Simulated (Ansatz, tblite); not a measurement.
Isomers of Te2Au3 (doublet), found by a short tight-binding search and relaxed with PBE-D4/def2-SVP in Ansatz.

In the def2 sets Au, Te take a core potential; there is no spin–orbit coupling. The xTB rows come from tblite. Correlated methods freeze 8 core orbitals; core or outer-core shells of Au, Te are correlated, in sets that lack core-valence functions.

Run but left out: HF/def2-TZVP, MP2/def2-TZVP (C: ⟨S²⟩ 1.23, where a pure state has 0.75).

Other spin states weren't relaxed.

A:

Cartesian coordinates in Å:
```
Au -2.8015 0.2525 0.7722
Au 0.2935 -0.6277 -0.7331
Au 1.9109 1.6511 1.4545
Te 2.7648 0.0884 -0.3848
Te -2.1677 -1.3644 -1.1088
```

B:

```xyz
5

Au   -0.5512    1.2456   -1.1001
Au    1.1580    2.0026    1.1347
Au   -2.1365   -0.9239   -0.5220
Te   -0.1177   -2.1216    0.6911
Te    1.6475   -0.2028   -0.2036
```

C:

```xyz
5

Au   -1.364   -0.627   -1.448
Au    1.308    1.717   -0.106
Au   -0.449    1.015    1.855
Te   -0.786   -1.467    1.007
Te    1.291   -0.638   -1.309
```

D:

```xyz
5

Au    1.4363   -0.9400    0.4893
Au   -1.4150   -0.8323   -0.7008
Au   -0.0213    1.7723    0.2115
Te    0.8105    0.2389   -1.9202
Te   -0.8105   -0.2389    1.9202
```

Question: Estimate their order by electronic energy at B2PLYP/def2-TZVP, counted from the lowest.

Answer: D (0.0) < A (0.5) < B (74.5) < C (87.4), in kJ/mol. Gaps under about 2 kJ/mol are ties within the noise of geometry and basis.

Question: Do the other levels pick the same lowest one?

Answer: Not RPA@PBE/def2-TZVP. Energies above each level's lowest (kJ/mol):

| level | A | B | C | D |
| --- | --- | --- | --- | --- |
| GFN1-xTB | 102.4 | 35.1 | 72.8 | 0.0 |
| GFN2-xTB | 12.1 | 38.1 | 73.3 | 0.0 |
| LDA (SPW92)/def2-TZVP | 35.9 | 84.2 | 89.2 | 0.0 |
| PBE-D4/def2-SVP | 3.9 | 59.5 | 76.8 | 0.0 |
| PBE-D4/def2-TZVP | 10.9 | 67.1 | 78.5 | 0.0 |
| r2SCAN-D4/def2-TZVP | 4.9 | 71.5 | 85.9 | 0.0 |
| PBE0-D4/def2-SVP | 11.8 | 71.8 | 93.4 | 0.0 |
| PBE0-D4/def2-TZVP | 18.5 | 78.8 | 94.5 | 0.0 |
| CAM-B3LYP-D4/def2-TZVP | 8.4 | 72.9 | 92.5 | 0.0 |
| B2PLYP/def2-TZVP | 0.5 | 74.5 | 87.4 | 0.0 |
| RPA@PBE/def2-TZVP | 0.0 | 86.1 | 88.9 | 1.0 |
Point groups (tolerance 0.1 Å): A C2v, B not assigned, C Cs, D D3h. Lower isomers may exist.
